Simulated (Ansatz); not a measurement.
Basis sets compared for Ga6S10⁻ (the lowest doublet isomer of a short search). Charge -1, multiplicity 2. Geometry PBE-D4/def2-SVP. Ansatz on 2 threads of AMD EPYC 7R13 on a shared host and a share (18 GiB) of an NVIDIA H100 80GB HBM3; times are rough, and most runs start from earlier orbitals.

```xyz
16

Ga    0.3562    1.6800   -1.7441
Ga   -1.9933   -0.3796   -0.4585
Ga   -0.2978    3.0575    0.8705
Ga   -0.0283   -1.3522   -2.5763
Ga    0.1615   -0.5839    3.0348
Ga    0.7841   -1.9968    0.4016
S     1.6501   -2.2548    2.4430
S    -1.8405    1.8282   -0.7298
S     1.1403   -3.0033   -1.6038
S    -1.4192   -1.6307    1.2711
S     1.1111    1.2157    1.6466
S    -2.2812   -1.4722   -2.3913
S    -0.5933    0.4473    4.7203
S     1.5922    0.2426   -0.1955
S     0.7363    0.4784   -3.6337
S     0.9219    3.7238   -1.0549
```

Single mean-field runs in def2-TZVP are fitted with def2-universal-jkfit. The structure comes from a short search, and lower isomers may exist.

| level | functions | energy (Eh) | HOMO (eV) | LUMO (eV) | wall time |
| --- | --- | --- | --- | --- | --- |
| PBE-D4/def2-SVP | 372 | -15525.7649 | -1.95 | -1.68 | 8.6 s |
| PBE0-D4/def2-SVP | 372 | -15526.3110 | -2.61 | -1.19 | 10 s |

Estimate the rows for PBE-D4/def2-TZVP (with forces), PBE0-D4/def2-TZVP.


```
                         level  functions  energy (Eh)  HOMO (eV)  LUMO (eV)  wall time
PBE-D4/def2-TZVP (with forces)        658  -15528.6169      -2.08      -1.78       15 s
             PBE0-D4/def2-TZVP        658  -15529.1474      -2.77      -1.22       13 s
```
